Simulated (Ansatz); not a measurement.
C₂H₁₀FHfN₃, SMILES `C[N](C)[Hf]([NH2])([NH2])[F]`, relaxed with RKS PBE0-D4/def2-TZVP in the Gaussian-basis code of Ansatz from a GFN2-xTB geometry. The force threshold is 0.005 eV/Å; the program also tests the step.

The species carries charge 0 and has multiplicity 1. Hf: def2 effective core potential.

Start:

```xyz
17

C     1.943   -0.269   -0.012
N     0.831    0.457    0.597
C     0.753    1.791    0.011
Hf   -0.775   -0.507   -0.119
N    -2.471    0.557    0.095
N    -0.808   -2.382    0.618
F    -0.518   -0.287   -1.998
H     2.897    0.229    0.217
H     1.984   -1.284    0.400
H     1.854   -0.321   -1.116
H     1.660    2.368    0.243
H    -0.107    2.319    0.437
H     0.656    1.755   -1.093
H    -2.656    1.011   -0.804
H    -3.336    0.069    0.341
H    -1.688   -2.877    0.769
H    -0.216   -2.629    1.412
```

```
step  energy (eV)  largest force (eV/Å)  largest move (Å)
   1  -10728.5515                 1.345             0.000
   2  -10728.9241                 0.846             0.196
   3  -10729.1047                 0.916             0.194
   4  -10729.2363                 0.434             0.200
   5  -10729.3360                 0.457             0.192
   6  -10729.4022                 0.347             0.193
   7  -10729.4566                 0.289             0.200
   8  -10729.4848                 0.286             0.200
   9  -10729.4914                 0.404             0.193
  10  -10729.5106                 0.107             0.054
  11  -10729.5174                 0.049             0.097
  12  -10729.5227                 0.097             0.134
  13  -10729.5251                 0.054             0.064
  14  -10729.5263                 0.067             0.088
  15  -10729.5269                 0.032             0.023
  16  -10729.5270                 0.014             0.006
  17  -10729.5271                 0.012             0.011
  18  -10729.5271                 0.007             0.008
  19  -10729.5271                 0.004             0.005
```

End:

```xyz
17

C     1.986   -0.179   -0.470
N     0.716    0.429   -0.145
C     0.850    1.795    0.290
Hf   -0.921   -0.734   -0.439
N    -2.582    0.439   -0.269
N    -0.922   -2.077    1.097
F    -0.832   -1.597   -2.170
H     2.658   -0.211    0.401
H     1.856   -1.214   -0.812
H     2.508    0.362   -1.273
H     1.465    1.871    1.199
H    -0.130    2.223    0.509
H     1.330    2.420   -0.478
H    -3.006    0.971   -1.016
H    -3.186    0.483    0.539
H    -1.485   -2.916    1.139
H    -0.307   -2.063    1.897
```

Run time 47 s (2 threads of an AMD EPYC 7R13 on a shared host and a share of an NVIDIA H100 80 GB); peak host memory 0.95 GiB.
